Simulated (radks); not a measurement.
Values are calculated unless marked as measured or tabulated.
Question: Coherent X-ray form factor from a spherical all-electron density. Code: a radial shooting solver on a logarithmic mesh with Libxc functionals. Model: scalar-relativistic Kohn-Sham, r2SCAN, spin-polarised, spherical densities, finite nucleus; meta-GGA in the generalised Kohn-Sham scheme; Fermi nuclear charge, rms radius of each element as measured or else 0.836 A^(1/3) + 0.57 fm.

sin(theta)/lambda (1/angstrom)  f0 (electrons)
0.05                                     0.945
0.1                                      0.806
0.15                                     0.636
0.2                                      0.477
0.25                                     0.348
0.3                                      0.251
0.4                                      0.132
0.5                                      0.072
0.6                                      0.042
0.8                                      0.016
1                                        0.007
1.25                                     0.003
1.5                                      0.002
2                                        0.001

The species is in the configuration that NIST lists as its ground one. Which atom or ion scatters so?

Answer: Neutral hydrogen, 1s1. Extrapolating in s^2 from the first two rows gives f0(0) = 1.0, near the electron count 1; among species with that count, the fall with angle is slower the higher Z, and the table is that of Z = 1; from so few rows the species is fixed only to a neighbour or two.
